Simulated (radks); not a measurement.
The numbers below are computed, except where a source is named.
How relativity changes the ionisation of the carbon ion C3+ ([He] 2s1) to C4+ ([He]). Spin-unpolarised spherical Kohn-Sham, PBE, point nucleus unless stated (finite: rms radius 2.4702 fm), a radial shooting solver on a logarithmic mesh with Libxc functionals. A level marked "c x" has the speed of light scaled by that factor.

non-rel.: E(C3+) (hartree) -34.69078; E(C4+) (hartree) -32.34419; IE (eV) 63.854; HOMO 2s; <r> HOMO (bohr) 1.283
scalar-rel.: E(C3+) (hartree) -34.70686; E(C4+) (hartree) -32.35915; IE (eV) 63.884; HOMO 2s; <r> HOMO (bohr) 1.282
scalar-rel., finite nucleus: E(C3+) (hartree) -34.70685; E(C4+) (hartree) -32.35915; IE (eV) 63.884; HOMO 2s; <r> HOMO (bohr) 1.282
Dirac: E(C3+) (hartree) -34.70686; E(C4+) (hartree) -32.35915; IE (eV) 63.884; HOMO 2s1/2; <r> HOMO (bohr) 1.282
Dirac, finite nucleus: E(C3+) (hartree) -34.70685; E(C4+) (hartree) -32.35915; IE (eV) 63.884; HOMO 2s1/2; <r> HOMO (bohr) 1.282
Dirac, c x 0.85: E(C3+) (hartree) -34.71304; E(C4+) (hartree) -32.36490; IE (eV) 63.896; HOMO 2s1/2; <r> HOMO (bohr) 1.282
Dirac, c x 1.25: E(C3+) (hartree) -34.70107; E(C4+) (hartree) -32.35376; IE (eV) 63.873; HOMO 2s1/2; <r> HOMO (bohr) 1.282
Dirac, c x 3: E(C3+) (hartree) -34.69257; E(C4+) (hartree) -32.34585; IE (eV) 63.857; HOMO 2s1/2; <r> HOMO (bohr) 1.283

NIST Atomic Spectra Database: 64.494 eV (measured). The relativistic part of the total energy of C3+ is -0.01607 hartree (Dirac, finite nucleus), 0.046 % of the non-relativistic value. Spin polarisation and multiplet splitting of open shells are left out at every level.

Beside tabulated values, note that spin-unpolarised runs miss the spin-polarisation part of the exchange energy of open shells.
